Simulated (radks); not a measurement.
Problem. Excited configurations of neutral silicon: one electron is placed in a higher orbital outside [Ne] 3s2 3p1. The ground configuration is [Ne] 3s2 3p2. Calculated with a radial shooting solver on a logarithmic mesh with Libxc functionals: Dirac Kohn-Sham, PBE, spin-unpolarised, spherical densities, finite nucleus; open shells fill j = l - 1/2 first; Fermi nuclear charge, rms radius 3.1224 fm. Excitation = E - E(ground); binding = E(ion) - E, where the ion is the core of charge +1; n* = 1/sqrt(2 binding) in atomic units, and the quantum defect is n - n*.

outer orbital  excitation (eV)  binding (eV)     n*  quantum defect  eigenvalue (eV)  <r> (bohr)
3d3/2                    5.845         1.910  2.669           0.331           -0.638       7.912
4s1/2                    4.571         3.184  2.067           1.933           -1.798       6.748
4p1/2                    5.523         2.232  2.469           1.531           -1.204       8.716
5p1/2                    6.524         1.231  3.325           1.675           -0.732       17.00
6s1/2                    6.815         0.940  3.805           2.195           -0.602       23.56
6f5/2                    7.299         0.456  5.465           0.535           -0.286       43.96
7p1/2                    7.217         0.537  5.032           1.968           -0.355       41.32

Estimate the row for 6d3/2.

Solution. excitation (eV) 7.210; binding (eV) 0.545; n* 4.997; quantum defect 1.003; eigenvalue (eV) -0.349; <r> (bohr) 38.75. The Delta-SCF ionisation energy is 7.755 eV (NIST Atomic Spectra Database: 8.152 eV, measured). Self-interaction in the functional shifts the binding energies and quantum defects, so they are the method's values and not measured ones. Spin polarisation and multiplet splitting are left out, so open shells lie too high by an amount that depends on their filling.

Beside tabulated values, note that spin-unpolarised runs miss the spin-polarisation part of the exchange energy of open shells.
